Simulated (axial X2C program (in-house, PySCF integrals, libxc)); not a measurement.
## Low determinants of HfP⁻ at the PBE0 level, 2c

Computed with an in-house all-electron X2C program for linear molecules (integrals from PySCF). Two-component (2c) means X2C with spin–orbit coupling and atomic mean-field two-electron Coulomb and Gaunt terms. Basis: Hf dyall-acv3z [14s15p10d7f4g], P dyall-av3z [9s8p3d2f] (cores contracted in-house); Gaussian nuclei, density fitting, unrestricted open shells. Masses: Hf 179.947 u, P 30.974 u.

Search at 2.212 Å (vertical energies from the lowest determinant):

```json
{"ΔE (eV)": "0.00", "state": "Ω = 0", "electrons beyond evenly filled partner blocks": "none", "electrons in ±ω = 1/2, 3/2, 5/2, 7/2": "54 24 8 2"}
{"ΔE (eV)": "0.77", "state": "Ω = 1", "electrons beyond evenly filled partner blocks": "ω = -1/2, ω = 3/2", "electrons in ±ω = 1/2, 3/2, 5/2, 7/2": "53 25 8 2"}
{"ΔE (eV)": "1.05", "state": "Ω = 3", "electrons beyond evenly filled partner blocks": "ω = 1/2, ω = 5/2", "electrons in ±ω = 1/2, 3/2, 5/2, 7/2": "53 24 9 2"}
{"ΔE (eV)": "1.09", "state": "Ω = 2", "electrons beyond evenly filled partner blocks": "ω = 1/2, ω = 3/2", "electrons in ±ω = 1/2, 3/2, 5/2, 7/2": "53 25 8 2"}
{"ΔE (eV)": "1.17", "state": "Ω = 1", "electrons beyond evenly filled partner blocks": "2 × ω = 1/2", "electrons in ±ω = 1/2, 3/2, 5/2, 7/2": "54 24 8 2"}
{"ΔE (eV)": "1.44", "state": "Ω = 2", "electrons beyond evenly filled partner blocks": "ω = -1/2, ω = 5/2", "electrons in ±ω = 1/2, 3/2, 5/2, 7/2": "53 24 9 2"}
{"ΔE (eV)": "1.52", "state": "Ω = 3", "electrons beyond evenly filled partner blocks": "2 × ω = 3/2", "electrons in ±ω = 1/2, 3/2, 5/2, 7/2": "54 24 8 2"}
```

Lowest determinant, Ω = 0 (closed shell): Re = 2.210 Å, ωe = 504.0 cm⁻¹.

The determinant in row 2 of the search, Ω = 1 (⟨Sz⟩ = -0.98, ⟨Lz⟩ = 1.98 at PBE0), was followed along the bond at PBE0; measured from the minimum of the lowest determinant it gives:

Te = 0.749 eV (6041 cm⁻¹), Re = 2.261 Å, ωe = 444.1 cm⁻¹.

Q: Compare the bond of the determinant in row 2 with that of the lowest one.

A: At PBE0 its Re is 0.051 Å longer and its force constant, which goes as ωe², is 0.78 times that of the lowest determinant. T0 ≈ Te + Δωe/2 = 6041 + (-30) = 6011 cm⁻¹.

The search compares states at one distance, so a state with another bond length can lie lower; it is not exhaustive and yields mostly the lowest determinant of each block pattern, so other components and higher states of one pattern are missing. These are energies of single determinants, not of spin-adapted states; PBE0 term energies can be off by some tenths of an eV, and the functional has no current term. Open-shell Ω = 0 determinants with evenly filled partner blocks cannot be reached by this program, so the Ω shown need not be the lowest component. For an anion, determinants above electron detachment are held by the basis set. Row 2 has a positive highest level at its minimum.
